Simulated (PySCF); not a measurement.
# C²⁺: excitation energy

C²⁺ [He] 2s2 (1S) → C²⁺ [He] 2s1 3s1, s spin flipped, as a difference of total energies. All numbers are calculated (PySCF 2.14, the non-relativistic Hamiltonian (point nucleus), in aug-cc-pVQZ with one added diffuse shell each of s, p, d, f, g type (7s6p5d4f3g, 105 functions)). Correlated levels: valence: 1s2 frozen. The calculations carry no spin-orbit coupling.

```
           method  excitation energy (cm⁻¹)
              UHF                         0
              LDA                         0
              PBE                         0
             PBE0                         0
           r2SCAN                         0
          r2SCANh                         0
             PW91                         0
        CAM-B3LYP                         0
           B2PLYP                         0
    MP2 (valence)                         0
SCS-MP2 (valence)                         0
```

The upper determinant mixes two multiplicities, so it lies between the two terms.

The promoted electron is Rydberg-like, and one or two diffuse shells describe it only roughly, which tends to raise the upper state.
